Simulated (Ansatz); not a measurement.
Consider the ligand exchange at the Si–Br bond: `Br[Si]Br` + NH₃ → `N[Si]Br` + HBr.

Calculated with Ansatz (gas phase, PBE0-D4/def2-TZVP geometries, no zero-point term in ΔE). CBS: MP2 limit from def2 TZ/QZ plus the TZ coupled-cluster correction, frozen cores. This one scheme is used for every species. DFT in def2-TZVPP. For Br outer-core shells are correlated without core-valence functions, which leaves a few kJ/mol of doubt a bond. Scalar relativity is left out up to krypton. Each species was taken in one conformer, which may not be the lowest.

(1) Is it downhill or uphill in electronic energy at CCSD(T)/CBS, and by how much? (An estimate is asked.)

(2) What do these levels give: PBE-D4, revPBE-D4, BLYP-D4, PBE0-D4, ωB97X-V, r2SCAN, r2SCANh, BHLYP, CAM-B3LYP, CCSD/def2-SVP, SCS-MP2/def2-QZVPP, MP2/CBS(def2)? (An estimate is asked.)

Largest T1 diagnostic among the species: 0.011.

Results:

(1) Computed: Uphill: ΔE = +0.14 eV.

(2) The calculation gave: PBE-D4 0.22, revPBE-D4 0.21, BLYP-D4 0.18, PBE0-D4 0.18, ωB97X-V 0.07, r2SCAN 0.15, r2SCANh 0.15, BHLYP 0.09, CAM-B3LYP 0.04, CCSD/def2-SVP 0.00, SCS-MP2/def2-QZVPP 0.11, MP2/CBS(def2) 0.17 eV.

Leaving LDA and LC-ωPBE aside and taking each functional with its dispersion term where it has one, the values, not all of them listed here, spread over 0.17 eV, from CAM-B3LYP-D4 to PBE-D4. LDA lies −0.12 eV from PBE without D4. From PBE to PBE0 (25 % exact exchange), in def2-TZVPP and without D4, ΔE moves by −0.04 eV.
